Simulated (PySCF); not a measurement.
# Calcium: a sound run and one with changed settings

Sound run: Ca⁺ [Ar] 4s1, Ca²⁺ [Ar]. Calculation: PySCF 2.14, in x2c-SVPall (5s3p2d, 24 functions); scalar relativity by spin-free X2C-1e. The sound run starts from symmetry-adapted Hartree-Fock orbitals and uses a fine grid where one is needed.

Changed run: radial step 1.2 in ln r (0.13 in the sound run). This setting is unsound on purpose.

```csv
species,method,sound run (hartree),changed run (hartree),converged
Ca⁺,UHF,-679.33084,-679.33084,yes
Ca⁺,MN15,-680.31351,-681.96096,yes
Ca⁺,BP86,-680.18760,-678.91408,yes
Ca²⁺,UHF,-678.91527,-678.91527,yes
Ca²⁺,MN15,-679.88735,-681.51457,yes
Ca²⁺,BP86,-679.74755,-678.51383,yes
```

Ionisation energy of Ca⁺:

```csv
method,sound run (eV),changed run (eV)
UHF,11.308,11.308
MN15,11.596,12.147
BP86,11.974,10.891
```

A coarse radial grid mis-integrates the density and the exchange-correlation energy, with errors of either sign; Hartree-Fock needs no grid.

For comparison, NIST gives 11.872 eV between the lowest levels.
